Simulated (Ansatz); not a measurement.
Seven cases of atomisation energy with Al to Br (electronic energies, kcal/mol); geometries: B3LYP-D3(BJ)/def2-TZVP. The cases were drawn at random from those of this class that have a high level and all functionals, leaving out states under which another spin lies or may lie. Left out are anions, K, Ca, elements past Kr, ionisation of Li, Na and Mg, pi-pi* triplets of linear molecules and other triplets made from a closed-shell parent. Runs that doubt their state, and full CI more than 15 mEh from coupled cluster, are set aside; a case stays where another high level and all functionals remain. AFQMC serves as high level only in triple zeta or larger, with a steady walk, a bar under 0.8 kcal/mol and agreement with other high levels or trials where they ran; where none ran, an unstable determinant or (outside 3d species) a high T1 diagnostic also bars it, so strongly correlated cases are thinned. No case was kept or dropped by the size of a functional's miss. High levels with a bar over 0.5 kcal/mol are left out too, and the seventh case lies inside the range of the six. Affinities count positive where energy is released, gaps as the second state minus the first. B3LYP is by Ansatz (a first-principles code) in def2-TZVPD. High levels (Ansatz): P = CCSD(T)/CBS(cc-pV(T+d)Z,cc-pV(Q+d)Z) + [CCSDT(Q) - CCSD(T)]/cc-pV(D+d)Z + core + X2C; Q = CCSD(T)/CBS(cc-pVQZ,cc-pV5Z) + [CCSDT(Q) - CCSD(T)]/cc-pVTZ + [CCSDTQ - CCSDT(Q)]/cc-pVDZ; R = CCSD(T)/CBS(cc-pVTZ,cc-pVQZ) + [CCSDT(Q) - CCSD(T)]/cc-pVDZ; S = CCSD(T)/CBS(cc-pVTZ,cc-pVQZ) + [CCSDT(Q) - CCSD(T)]/cc-pVTZ; T = CCSD(T)/CBS(def2-TZVPP,def2-QZVPP) + [CCSDT(Q) - CCSD(T)]/def2-SVP. Open shells are spin-unrestricted; no spin-orbit coupling. Correlated methods leave the cores frozen (noble-gas shells, and filled d and f shells in the p block). Rows without X2C or -DK are non-relativistic. CBS(X,Y): correlation extrapolated as X^-3, Hartree-Fock from the larger set (Q,5: extrapolated as (X+1)exp(-9√X)). A bracket is a step between two methods taken in the basis named. Functionals run without relativity, which enters their misses. '+ core + X2C': CCSD(T) terms for core correlation (cc-pwCVTZ, 1s frozen past Ne) and scalar relativity (cc-pVTZ-DK). Where a partner has so few electrons that a lower coupled-cluster level is exact, that level stands in. Spin-orbit terms, left out, reach several kcal/mol for Br and I, and more for heavier atoms. The spin of CH3ClGa ([CH3][Ga][Cl], doublet) was assumed, and the state is the lowest solution found for it.

```csv
case,B3LYP,level,high level
"H2GeOBr (SMILES [O][GeH2][Br], doublet)",290.6,R,298.0
"GeNH4 (SMILES [NH][GeH3], doublet)",364.4,S,363.3
"CH3OSi (SMILES O=[C][SiH3], doublet)",493.2,P,494.9
"BSiH3Cl (SMILES [SiH3][B]Cl, doublet)",397.8,P,400.6
CH5Ga (SMILES [CH3][GaH2]),494.8,Q,498.7
"CH3ClGa (SMILES [CH3][Ga][Cl], doublet)",438.1,T,445.8
"SiH4S2 (bis(sulfanyl)silane, SMILES S[SiH2]S)",480.5,P,withheld
```

Q: Fit a straight line from B3LYP to the high level over the first six rows by least squares, predict the seventh, and compare with the calculation.

A: Means: B3LYP 413.15, high level 416.88. Sxx = 31327.9, Sxy = 31078.3, slope 0.9920, intercept +7.04 kcal/mol; residual standard deviation 3.7 kcal/mol. Seventh row: 0.9920·(480.5) +7.04 = 483.7 kcal/mol. The calculation gave 493.1 kcal/mol: the line differs from it by -9.4, B3LYP itself by -12.6.
